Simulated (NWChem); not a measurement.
Everything below was run with NWChem. System: HClOSi, charge 0, spin multiplicity 1, at a geometry optimised with PBE/def2-SVP. The structure started from a generated list of species. Level: PBE0/pcseg-2.

Input file:

```
start mol
memory heap 200 mb stack 900 mb global 1100 mb
geometry units angstroms nocenter noautoz
  Si    -0.780286    -0.449033     0.000000
  Cl     0.432579     1.279568     0.000000
  O      0.436730    -1.617506     0.000000
  H      0.076310    -2.526149     0.000000
  symmetry group Cs
end
basis spherical
  * library pcseg-2
end
dft
  xc pbe0
  semidirect memsize 60000000 filesize 0
  iterations 100
end
task dft energy
```

Part of the output:

```
             Northwest Computational Chemistry Package (NWChem) 7.3.0
             --------------------------------------------------------

                                NWChem Input Module
                                -------------------

 Scaling coordinates for geometry "geometry" by  1.889725989
 (inverse scale =  0.529177249)

 Turning off AUTOSYM since
 SYMMETRY directive was detected!

                             Geometry "geometry" -> ""
                             -------------------------

 Output coordinates in angstroms (scale by  1.889725989 to convert to a.u.)

  No.       Tag          Charge          X              Y              Z
 ---- ---------------- ---------- -------------- -------------- --------------
    1 Si                  14.0000    -0.78028600    -0.44903300     0.00000000
    2 Cl                  17.0000     0.43257900     1.27956800     0.00000000
    3 O                    8.0000     0.43673000    -1.61750600     0.00000000
    4 H                    1.0000     0.07631000    -2.52614900     0.00000000

 Effective nuclear repulsion energy (a.u.)     129.5946656244

            Nuclear Dipole moment (a.u.)
            ----------------------------
        X                 Y               Z
 ---------------- ---------------- ----------------
    -0.0000207870    -0.0000056692     0.0000000000

      Symmetry information
      --------------------

 Group name             Cs
 Group number              2
 Group order               2
 No. of unique centers     4

      Symmetry unique atoms

     1    2    3    4


 Summary of "ao basis" -> "" (spherical)
 ------------------------------------------------------------------------------
       Tag                 Description            Shells   Functions and Types
 ---------------- ------------------------------  ------  ---------------------
 *                          pcseg-2                   on all atoms

                                 NWChem DFT Module
                                 -----------------

 Summary of "ao basis" -> "ao basis" (spherical)
 ------------------------------------------------------------------------------
       Tag                 Description            Shells   Functions and Types
 ---------------- ------------------------------  ------  ---------------------
 Si                         pcseg-2                 12       34   5s4p2d1f
 Cl                         pcseg-2                 12       34   5s4p2d1f
 O                          pcseg-2                 10       30   4s3p2d1f
 H                          pcseg-2                  6       14   3s2p1d

 Summary of "ao basis" -> "ao basis" (spherical)
 ------------------------------------------------------------------------------
       Tag                 Description            Shells   Functions and Types
 ---------------- ------------------------------  ------  ---------------------
 Si                         pcseg-2                 12       34   5s4p2d1f
 Cl                         pcseg-2                 12       34   5s4p2d1f
 O                          pcseg-2                 10       30   4s3p2d1f
 H                          pcseg-2                  6       14   3s2p1d

      Symmetry analysis of basis
      --------------------------

        a'         76
        a"         36

            General Information
            -------------------
          SCF calculation type: DFT
          Wavefunction type:  closed shell.
          No. of atoms     :     4
          No. of electrons :    40
[...]
 d= 0,ls=0.0,diis     2   -825.1023511193  1.17D-01  6.28D-03  1.87D+00     4.8
 d= 0,ls=0.0,diis     3   -825.2866197289 -1.84D-01  1.51D-03  1.18D-01     5.3
 d= 0,ls=0.0,diis     4   -825.2957933642 -9.17D-03  8.28D-04  1.20D-02     5.8
 d= 0,ls=0.0,diis     5   -825.2973923130 -1.60D-03  1.17D-04  4.14D-04     6.3
  Resetting Diis
 d= 0,ls=0.0,diis     6   -825.2974399542 -4.76D-05  1.69D-05  5.60D-06     6.8
 d= 0,ls=0.0,diis     7   -825.2974405152 -5.61D-07  4.46D-06  2.29D-07     7.3

         Total DFT energy =     -825.297440515177
      One electron energy =    -1399.425606986060
           Coulomb energy =      502.316232816244
    Exchange-Corr. energy =      -57.782731969713
 Nuclear repulsion energy =      129.594665624352

 Numeric. integr. density =       40.000002782670

     Total iterative time =      6.2s

                  Occupations of the irreducible representations
                  ----------------------------------------------

                     irrep           alpha         beta
                     --------     --------     --------
                     a'               16.0         16.0
                     a"                4.0          4.0

                       DFT Final Molecular Orbital Analysis
                       ------------------------------------

 Vector   18  Occ=2.000000D+00  E=-3.457914D-01  Symmetry=a"
              MO Center=  3.8D-01,  8.3D-01, -3.9D-15, r^2= 2.1D+00
   Bfn.  Coefficient  Atom+Function         Bfn.  Coefficient  Atom+Function
  ----- ------------  ---------------      ----- ------------  ---------------
    48      0.520452  2 Cl pz                51      0.314448  2 Cl pz
    42     -0.249076  2 Cl pz                45      0.233148  2 Cl pz
    75     -0.185769  3 O  pz                78     -0.162534  3 O  pz
    81     -0.113509  3 O  pz                14      0.062224  1 Si pz
    24      0.058513  1 Si d -1

 Vector   19  Occ=2.000000D+00  E=-3.437021D-01  Symmetry=a'
              MO Center=  3.3D-01,  1.1D+00, -5.1D-16, r^2= 1.6D+00
   Bfn.  Coefficient  Atom+Function         Bfn.  Coefficient  Atom+Function
  ----- ------------  ---------------      ----- ------------  ---------------
    47     -0.396470  2 Cl py                46      0.384884  2 Cl px
    49      0.223166  2 Cl px                50     -0.220137  2 Cl py
    41      0.187666  2 Cl py                40     -0.183323  2 Cl px
    44     -0.175219  2 Cl py                43      0.171637  2 Cl px
    12      0.103317  1 Si px                72     -0.101986  3 O  s

 Vector   20  Occ=2.000000D+00  E=-2.775882D-01  Symmetry=a'
              MO Center= -7.6D-01, -3.0D-01, -6.6D-17, r^2= 3.0D+00
   Bfn.  Coefficient  Atom+Function         Bfn.  Coefficient  Atom+Function
  ----- ------------  ---------------      ----- ------------  ---------------
     5      0.596980  1 Si s                  4      0.352232  1 Si s
    12     -0.265715  1 Si px                46      0.265409  2 Cl px
     3     -0.250750  1 Si s                 73      0.202759  3 O  px
    49      0.192547  2 Cl px                76      0.178124  3 O  px
     6      0.140313  1 Si px                 9     -0.139180  1 Si px

 Vector   21  Occ=0.000000D+00  E=-8.221951D-02  Symmetry=a"
              MO Center= -7.6D-01, -3.8D-01,  9.6D-15, r^2= 3.1D+00
   Bfn.  Coefficient  Atom+Function         Bfn.  Coefficient  Atom+Function
  ----- ------------  ---------------      ----- ------------  ---------------
    14      0.576922  1 Si pz                17      0.482342  1 Si pz
    51     -0.216523  2 Cl pz                81     -0.208529  3 O  pz
     8     -0.206582  1 Si pz                11      0.188204  1 Si pz
    75     -0.172026  3 O  pz                48     -0.160210  2 Cl pz
    78     -0.146855  3 O  pz                45     -0.084893  2 Cl pz

 Vector   22  Occ=0.000000D+00  E=-1.037695D-02  Symmetry=a'
              MO Center= -6.8D-01, -1.4D+00, -1.2D-14, r^2= 5.4D+00
   Bfn.  Coefficient  Atom+Function         Bfn.  Coefficient  Atom+Function
  ----- ------------  ---------------      ----- ------------  ---------------
    72      0.721726  3 O  s                 16      0.642807  1 Si py
   101     -0.595784  4 H  s                 13      0.391032  1 Si py
    39     -0.322314  2 Cl s                 49      0.215839  2 Cl px
    80     -0.198982  3 O  py               100     -0.198227  4 H  s
    79     -0.176637  3 O  px                46      0.144294  2 Cl px

 Vector   23  Occ=0.000000D+00  E= 2.320597D-02  Symmetry=a'
              MO Center= -3.0D-01, -6.8D-01, -1.0D-14, r^2= 6.2D+00
   Bfn.  Coefficient  Atom+Function         Bfn.  Coefficient  Atom+Function
  ----- ------------  ---------------      ----- ------------  ---------------
   101      0.749632  4 H  s                 39     -0.655379  2 Cl s
    15      0.643924  1 Si px                16      0.501752  1 Si py
    72     -0.494301  3 O  s                  5      0.442867  1 Si s
    50      0.388295  2 Cl py                12      0.366028  1 Si px
    13      0.323100  1 Si py                49      0.194259  2 Cl px

 center of mass
 --------------
 x =   0.00848909 y =   0.08898488 z =   0.00000000

 moments of inertia (a.u.)
 ------------------
         396.378449018337         -63.021931294760           0.000000000000
         -63.021931294760          95.105279371377           0.000000000000
           0.000000000000           0.000000000000         491.483728389714

     Multipole analysis of the density
     ---------------------------------

     L   x y z        total         alpha         beta         nuclear
     -   - - -        -----         -----         ----         -------
     0   0 0 0     -0.000000    -20.000000    -20.000000     40.000000

     1   1 0 0     -0.596395     -0.298187     -0.298187     -0.000021
     1   0 1 0     -0.920221     -0.460108     -0.460108     -0.000006
     1   0 0 1     -0.000000     -0.000000     -0.000000      0.000000

     2   2 0 0    -25.193206    -36.231073    -36.231073     47.268941
     2   1 1 0      1.070937    -14.589601    -14.589601     30.250139
     2   1 0 1      0.000000      0.000000      0.000000      0.000000
     2   0 2 0    -20.064634   -113.537590   -113.537590    207.010547
     2   0 1 1     -0.000000     -0.000000     -0.000000      0.000000
     2   0 0 2    -22.267584    -11.133792    -11.133792      0.000000

 Task  times  cpu:        7.3s     wall:        7.3s

 Total times  cpu:        7.3s     wall:        7.3s
```
